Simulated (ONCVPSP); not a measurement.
sulfur (S): ONCV pseudisation with PBEsol, scalar-relativistic reference atom.

ONCVPSP 4.0.1 input, shortened (lines: element, Z, core and valence counts, functional; n l f; lmax; l rc ep ncon nbas qcut; lloc lpopt rc5 dvloc0; l nproj debl; icmod fcfact rcfact), PBEsol, scalar-relativistic:

```
  S 16.00    1    4  -116133      upf
    1    0    2.00
    2    0    2.00
    2    1    6.00
    3    0    2.00
    3    1    4.00
    2
    0    0.75    0.00    3    6   15.30
    1    0.85    0.00    3    7   13.80
    2    0.75    0.28    3    8   14.40
    4    5    0.55    1.00
    0    2    3.00
    1    2    0.50
    2    1    1.00
    3    3.25    1.35
```

All-electron outer shells of the reference configuration (PBEsol, scalar-relativistic, ld1.x):

| shell | level (eV) | outermost node (bohr) | outermost maximum (bohr) |
| --- | --- | --- | --- |
| 1s | -2401.74 | – | 0.06 |
| 2s | -211.24 | 0.13 | 0.39 |
| 2p | -156.32 | – | 0.33 |
| 3s | -17.19 | 0.60 | 1.40 |
| 3p | -6.98 | 0.58 | 1.61 |

Question: Estimate the cutoffs (Ha) at which the residual kinetic energy of the hardest occupied pseudo-wave falls to 1 and 0.1 mHa per electron.

Answer: 88 Ha and 217 Ha.

Question: What does a ghost test show?

Answer: No bound ghost flagged; no localised positive-energy state flagged.

Question: Tests: 2s2 2p6 3s2 3p3; 2s2 2p6 3s2 3p2; 2s2 2p6 3s2 3p1; 2s2 2p6 3s0 3p6. Which has the largest error in its energy relative to the reference configuration, and how large is it?

Answer: 2s2 2p6 3s2 3p1, with +11 meV (all-electron minus pseudo) on +67.97 eV.
